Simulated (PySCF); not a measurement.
C5H8ClOSi (doublet state).
Atom-mapped SMILES: `[CH2:1]=[C:2]1[C@@H:3]([OH:4])[C@@:5]1([Cl:6])[CH2:7][SiH2:8]` (hydrogens: H9, H10 on C1; H11 on C3; H12 on O4; H13, H14 on C7; H15, H16 on Si8)

Geometry (GFN2-xTB, Å), atoms numbered from 1 in this order:
```xyz
16
C5H8ClOSi angstrom
C     -1.710   -1.425    0.576
C     -1.108   -0.426   -0.017
C     -1.172    0.890   -0.681
O     -1.554    2.061   -0.039
C      0.162    0.199   -0.411
Cl     0.977   -0.484   -1.835
C      1.138    0.687    0.630
Si     2.447   -0.646    1.014
H     -1.159   -2.272    0.954
H     -2.781   -1.443    0.701
H     -1.521    0.924   -1.707
H     -1.278    2.028    0.883
H      0.579    0.949    1.532
H      1.623    1.598    0.272
H      1.828   -1.921    1.347
H      3.521   -0.711    0.039
```

The hyperfine couplings belong to this conformer and change with its torsions.

Method used: UKS B3LYP, pcH-1 on C Cl H O Si, non-relativistic, mean-field spin-orbit, GIAO (PySCF 2.14.0). Isolated species at its GFN2-xTB geometry (one conformer only). A GFN2-xTB geometry isn't a minimum of the functional, and hyperfine couplings can be far from their values at a DFT geometry, by a factor of two or more for some ions and for spin on atoms past the first row. No stability test was run, so a lower SCF solution isn't excluded.

Problem. What is the g tensor, term by term?

Solution. 
```
                    Δg (ppm)     1     2     3
relativistic mass correction  -134  -134  -134
            gauge correction    18    81    58
   orbital Zeeman/spin–orbit  -403  1102  1665
                       total  -518  1049  1590
```

So g = 2.00180, 2.00337, 2.00391 and g_iso = 2.00303; the tensor is rhombic: the two nearest values differ by 26 % of g3 − g1. 

Problem. What are the electron Larmor frequencies g μB B/h along the three axes at 330 mT?

Solution. 9.2458, 9.2531, 9.2556 GHz for g1, g2 and g3, a range of 9.7 MHz.

Problem. Average each term over the three axes. Which is largest in size?

Solution. The orbital-Zeeman/spin–orbit term 788, the mass correction -134 and the gauge correction 52 ppm, for a total of 707 ppm. The orbital-Zeeman/spin–orbit term is the largest in size. The mass correction is the same along every axis, so the anisotropy comes from the other two: their spans along these axes are 62 (gauge) and 2068 ppm (orbital Zeeman/spin–orbit).

Problem. In a frozen sample, at which fields do the three g values resonate at 9.5, 34, 94 and 263 GHz (hyperfine left aside), and which band first spreads them over more than twice a line width of 0.5 mT?

Solution. 
```tsv
band	GHz	B(g3) mT	B(g2) mT	B(g1) mT	spread mT
X	9.5	338.71	338.81	339.07	0.36
Q	34.0	1212.24	1212.57	1213.52	1.28
W	94.0	3351.49	3352.40	3355.02	3.53
J	263.0	9377.05	9379.58	9386.92	9.87
```

The spread grows in proportion to the frequency. Q band is the first where it exceeds 1.0 mT.

The largest Mulliken spin population is on Si8 (+1.00). The angles at Si8 add up to 340.7°, so it is pyramidal.

The HOMO–LUMO gaps are 4.25 eV among the α and 4.66 eV among the β orbitals.
